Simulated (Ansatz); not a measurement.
Stepwise reaction of `C[CH2][SnH3]` with hydrogen fluoride, as a gas-phase model of exchange steps in deposition or etching. ΔE in kJ/mol; ΔG adds harmonic PBE0-D4 terms to CCSD(T)/CBS, at 1 bar.

Computed with Ansatz on PBE0-D4/def2-TZVP structures; ΔE is electronic, products minus reactants. CCSD(T)/CBS adds triple-zeta CCSD(T) − MP2 to the extrapolated MP2 energy (def2 sets, frozen cores). This one scheme is used for every species. Functionals use def2-TZVPP. B3LYP here is the variant with VWN-RPA as its local correlation; programs differ in this. Elements past krypton have def2 core potentials. For Sn outer-core shells are correlated without core-valence functions, which leaves a few kJ/mol of doubt a bond. One conformer a species, not always the lowest.

```json
{"step": "1", "reaction": "`C[CH2][SnH3]` + H–F → `C[CH2][SnH2][F]` + H₂", "PBE-D4": "-46.5", "B3LYP-D4": "-49.9", "ωB97M-V": "-45.5", "CCSD(T)/CBS": "-44.8", "ΔG(500 K)": "-44.0"}
{"step": "2", "reaction": "`C[CH2][SnH2][F]` + H–F → `C[CH2][SnH]([F])[F]` + H₂", "PBE-D4": "-54.3", "B3LYP-D4": "-55.8", "ωB97M-V": "-51.6", "CCSD(T)/CBS": "-51.3", "ΔG(500 K)": "-50.3"}
```

**Question.** By hand: ΔE of the 2 steps together at CCSD(T)/CBS.

**Answer.** (-44.8) + (-51.3) = -96.1 kJ/mol, or -48.0 kJ/mol a step.

In ΔE each step is lower than the one before. All are downhill at CCSD(T)/CBS. ΔG lies between -50.3 and -44.0 kJ/mol a step. PBE-D4 differs from CCSD(T)/CBS by -3.0 to -1.7 kJ/mol a step. Isolated molecules leave out the surface, adducts and barriers. Largest T1 diagnostic: 0.013.
